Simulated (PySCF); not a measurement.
Mg(Br)(OMe) (CH3BrMgO), SMILES C[O][Mg][Br].

The structure is a stationary point at PBE-D3(BJ)/def2-SVP. The structure was generated by enumeration; whether it is a known compound was not checked. The values are those of a single conformer.

Level of theory: PBE/def2-TZVPD run with PySCF.

Symmetry labels are those of the subgroup Cs that the program uses (full group C3v).

### Question
List the valence orbital energies around the gap with their symmetry. (The exact figures need the calculation; the answer reports its results.)

### Answer

```
orbital  symmetry  energy (eV)
-------  --------  -----------
HOMO−7         A'       -10.77
HOMO−6         A"       -10.18
HOMO−5         A'       -10.18
HOMO−4         A'        -8.17
HOMO−3         A'        -7.02
HOMO−2         A"        -7.02
HOMO−1         A'        -5.94
HOMO           A"        -5.94
LUMO           A'        -2.31
LUMO+1         A"        -0.63
LUMO+2         A'        -0.63
LUMO+3         A'         0.00
```
